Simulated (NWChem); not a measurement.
System: BHF$_{2}$; SMILES B(F)F

Computed with NWChem. Geometry: optimised at PBE0/def2-SVP. Gas phase, vertical.

PBE0/def2-SVPD, TDA puts singlet state 1 at 8.66 eV with oscillator strength 0.060.

Give the wavelength, the transition dipole and the radiative lifetime of that state in vacuum.


1. λ = 1239.84/8.66 = 143 nm, or 69850 cm⁻¹.
2. f = (2/3) ΔE μ² in atomic units, so μ = √(1.5 f/ΔE) = 0.53 a.u. = 1.35 D.
3. τ = 1.499 s cm⁻² / (f ν²) = 5.1 ns, for a non-degenerate state that emits at the vertical energy.
